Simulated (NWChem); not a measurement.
AlSiH₅; SMILES [AlH2][SiH3]

```xyz
7

Al     0.0014     1.3071    -0.0030
H     -1.3787     2.1030     0.0094
H      1.3647     2.1310     0.0089
Si     0.0019    -1.1518    -0.0023
H     -0.2913    -1.6589     1.3802
H      1.3166    -1.7350    -0.4213
H     -1.0571    -1.7082    -0.9058
```
Atoms are numbered in this order, from 1.

Geometry: optimised at PBE0/def2-SVP.

Q: List the 4 lowest vertical singlet excitations from CAM-B3LYP/def2-SVPD, TDA (NWChem).

A: 
```json
[
 {"state": "S1", "energy (eV)": "4.28", "oscillator strength": "0.005", "leading excitation (squared amplitude)": "HOMO → LUMO (0.98)"},
 {"state": "S2", "energy (eV)": "5.14", "oscillator strength": "0.000", "leading excitation (squared amplitude)": "HOMO−1 → LUMO (0.98)"},
 {"state": "S3", "energy (eV)": "6.78", "oscillator strength": "0.048", "leading excitation (squared amplitude)": "HOMO → LUMO+3 (0.62)"},
 {"state": "S4", "energy (eV)": "6.96", "oscillator strength": "0.117", "leading excitation (squared amplitude)": "HOMO → LUMO+1 (0.61)"}
]
```
